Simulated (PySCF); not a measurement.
PySCF 2.14 output of a UHF calculation on a single atom or ion in aug-cc-pV5Z (7s6p5d4f3g2h, 127 functions), with no relativity, point nucleus:

```
SCF conv_tol = 1e-09
number electrons alpha = 3  beta = 1
cycle= 1 E= -14.336416180873  delta_E= -2.41e-05  |g|= 0.00139  |ddm|= 0.00204
cycle= 2 E= -14.3364164642914  delta_E= -2.83e-07  |g|= 0.000167  |ddm|= 0.000696
cycle= 3 E= -14.3364164687277  delta_E= -4.44e-09  |g|= 5.3e-06  |ddm|= 0.000214
cycle= 4 E= -14.3364164687541  delta_E= -2.64e-11  |g|= 9.13e-07  |ddm|= 3.3e-05
converged SCF energy = -14.3364164687541  <S^2> = 2.0000543  2S+1 = 3.0000362
```

The run itself started from symmetry-adapted Hartree-Fock orbitals and held the occupation by maximum overlap, so the iterations belong to that start.

Q: Which element, charge and spin multiplicity is this?

A: Be (beryllium, neutral), multiplicity 3; the state was [He] 2p2, high-spin 3P determinant (an excited configuration).
